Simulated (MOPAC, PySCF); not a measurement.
[W(F)6], neutral singlet in the gas phase. 

Cartesian coordinates (Å):
```xyz
7

W      0.0000     0.0000     0.0000
F     -1.6542     0.4776     0.6725
F     -0.4109     0.8297    -1.5998
F      0.4109    -0.8297     1.5998
F      0.7152     1.5812     0.6364
F     -0.7152    -1.5812    -0.6364
F      1.6542    -0.4776    -0.6725
```
Charge 0, spin multiplicity 1.

All levels are single points at this geometry (r2SCAN-D4/def2-SVP); Pople sets use spherical d functions. Orbital energies aren't observables, and empty levels follow the basis.

```
level                                    HOMO (eV)  LUMO (eV)  gap (eV)  dipole (D)  vertical IE, Delta-SCF (eV)
---------------------------------------  ---------  ---------  --------  ----------  ---------------------------
B3LYP-D3(BJ)/def2-TZVP in PySCF             -12.47      -5.00      7.47        0.00                            –
PBE-D3(BJ)/def2-TZVP in PySCF               -10.65      -5.25      5.39        0.00                            –
TPSSh-D3(BJ)/def2-TZVP in PySCF             -11.63      -5.04      6.58        0.00                            –
B3LYP/6-311+G** (LANL2DZ on W) in PySCF     -12.89      -5.98      6.91        0.00                            –
B3LYP/6-31G* (LANL2DZ on W) in PySCF        -12.17      -5.13      7.04        0.00                        14.79
BP86/6-31G* (LANL2DZ on W) in PySCF         -10.46      -5.40      5.06        0.00                            –
PBE/6-31G* (LANL2DZ on W) in PySCF          -10.32      -5.26      5.05        0.00                            –
PM6 in MOPAC                                -13.09       0.26     13.34        0.00                            –
PM7 in MOPAC                                -16.43      -2.18     14.25        0.00                            –
```
